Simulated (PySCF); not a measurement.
MgClI, SMILES [I][Mg][Cl].

Coordinates come from a PBE-D3(BJ)/def2-TZVP optimisation. The def2 effective core potentials stand for the cores of I; spin–orbit coupling is left out.

Level of theory: M06-2X/def2-TZVPD run with PySCF.

The molecule is in vacuum.

Question: Estimate the frontier levels, gap, dipole moment and polarisability. (Estimate from the structure and the level; the computed values follow.)

Answer: 
```json
{
 "highest_occupied_level": "-9.02 eV",
 "lowest_empty_level": "-1.57 eV",
 "orbital_gap": "7.44 eV",
 "dipole_moment": "0.102 e·Å",
 "quadrupole, principal values (traceless, Buckingham form, about the centre of nuclear charge)": "-15.20, 7.60, 7.60 D·Å",
 "mean_static_polarisability": "72.5 bohr³ (10.75 Å³)",
 "polarisability_principal_values": "62.0, 62.0, 93.6 bohr³"
}
```
